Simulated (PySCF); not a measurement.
An unknown shows these calculated signals:

¹H NMR (500 MHz, computed): δ 10.71 (s, 1H), 7.44 (m, 1H), 6.52 (m, 1H), 4.14 (s, 3H).

¹³C{¹H} NMR (computed): δ 201.7 (CH), 158.4 (C), 155.7 (CH), 115.7 (CH).

PySCF calculation with GFN2-xTB structure and shieldings: GIAO PBE0/pcSseg-1; gas phase, a single conformation, non-relativistic, fast rotation and ring inversion assumed for equivalent nuclei.

Shifts are taken against calculated references (same method and geometry level): TMS for ¹H (σref 31.72), ¹³C (σref 186.93).

Question: Which of these does the molecule contain: an NH or NH2 group, a non-aromatic C=C double bond, an aldehyde, a Si–CH3 group, a three-membered ring, a Si–H bond?

Answer: 
- An NH or NH2 group: no.
- A non-aromatic C=C double bond: yes.
- An aldehyde: yes (δC 201.7; δH 10.71 (s)).
- A Si–CH3 group: no.
- A three-membered ring: no.
- A Si–H bond: yes (δH 4.14 (s)).

The data belong to `O=C/C([SiH3])=C\C(F)F`, C4H6F2OSi; they needn't prove each group on their own.

Carbon signals by region: 1 in the far downfield region (above 160 ppm), 3 in the sp2 and nitrile region (100–160 ppm). Above 160 ppm: 201.7, aldehyde carbonyl carbon.

Splittings by ¹⁹F in the carbon and heteronuclear signals aren't shown, as no couplings were computed. Shifts are as computed. Against solution values, carbons near 30 ppm lie about +3 ppm off and those near 130 ppm about +5 ppm. Of 1211 compounds with measured shifts, 218 miss one by over three times the rms of a fit or turn the order of signals round; such compounds aren't used in these exercises. Multiplicities follow the n + 1 count of equivalent neighbours, as no J values were calculated; m marks all less simple cases, F and P coupling included.
